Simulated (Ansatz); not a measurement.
`[SiH3][CH2][SnH3]` + `B1C[SiH2]1` → `[SiH3]B1C[SiH2]1` + `[CH3][SnH3]`  (formal exchange of groups at the Si–C bond)

Calculated with Ansatz (gas phase, PBE0-D4/def2-TZVP geometries, no zero-point term in ΔE). CBS: MP2 limit from def2 TZ/QZ plus the TZ coupled-cluster correction, frozen cores. DFT in def2-TZVPP. B3LYP here is the variant with VWN-RPA as its local correlation; programs differ in this. HSE06 is defined as in plane-wave codes. Elements past krypton have def2 core potentials. For Sn outer-core shells are correlated without core-valence functions, which leaves a few kJ/mol of doubt a bond.

| level | ΔE (kJ/mol) | difference from CCSD(T)/CBS |
| --- | --- | --- |
| LDA (SPW92) | -7.9 | -9.3 |
| PBE-D4 | -9.7 | -11.1 |
| revPBE-D4 | -9.2 | -10.6 |
| BLYP-D4 | -5.1 | -6.5 |
| r2SCAN-D4 | -3.9 | -5.3 |
| B97M-V | -7.1 | -8.5 |
| PBE0-D4 | -5.9 | -7.3 |
| B3LYP-D4 | -2.4 | -3.8 |
| r2SCANh-D4 | -3.0 | -4.4 |
| HSE06-D4 | -6.0 | -7.4 |
| BHLYP-D4 | 2.6 | 1.2 |
| ωB97X-V | 0.3 | -1.1 |
| ωB97M-V | 3.5 | 2.1 |
| B2PLYP | -0.9 | -2.3 |
| PBE-QIDH | -0.9 | -2.3 |
| PBE | -10.7 | -12.1 |
| revPBE | -12.2 | -13.6 |
| BLYP | -7.4 | -8.8 |
| r2SCAN | -4.0 | -5.4 |
| PBE0 | -6.7 | -8.1 |
| r2SCANh | -3.1 | -4.5 |
| HSE06 | -6.7 | -8.1 |
| BHLYP | 0.9 | -0.5 |
| CAM-B3LYP | -0.3 | -1.7 |
| LC-ωPBE | -1.7 | -3.1 |
| RPA@PBE/def2-TZVPP | 0.8 | -0.6 |
| HF/def2-SVP | 3.2 | 1.8 |
| MP2/def2-SVP | -2.3 | -3.7 |
| CCSD/def2-SVP | -4.6 | -6.0 |
| CCSD(T)/def2-SVP | -6.0 | -7.4 |
| HF/def2-TZVPP | 5.8 | 4.4 |
| MP2/def2-TZVPP | 3.5 | 2.1 |
| CCSD/def2-TZVPP | 0.7 | -0.7 |
| CCSD(T)/def2-TZVPP | -0.5 | -1.9 |
| HF/def2-QZVPP | 6.6 | 5.2 |
| MP2/def2-QZVPP | 5.0 | 3.6 |
| SCS-MP2/def2-QZVPP | 5.0 | 3.6 |
| HF/CBS(def2) | 6.7 | 5.3 |
| MP2/CBS(def2) | 5.5 | 4.1 |
| CCSD/CBS(def2) | 2.7 | 1.3 |
| CCSD(T)/CBS | 1.4 | 0 |

Largest T1 diagnostic among the species: 0.014.

From BLYP to BHLYP (50 % exact exchange), in def2-TZVPP and without D4, ΔE moves by +8.2 kJ/mol. At CCSD(T), def2-SVP lies −7.4 kJ/mol from the extrapolated value and def2-TZVPP −1.9 kJ/mol. Leaving LDA and LC-ωPBE aside and taking each functional with its dispersion term where it has one, the values spread over 13.2 kJ/mol, from PBE-D4 to ωB97M-V.

CCSD(T)/CBS has its own doubt, a few kJ/mol and more with outer-core shells, so smaller differences from it don't rank the levels.
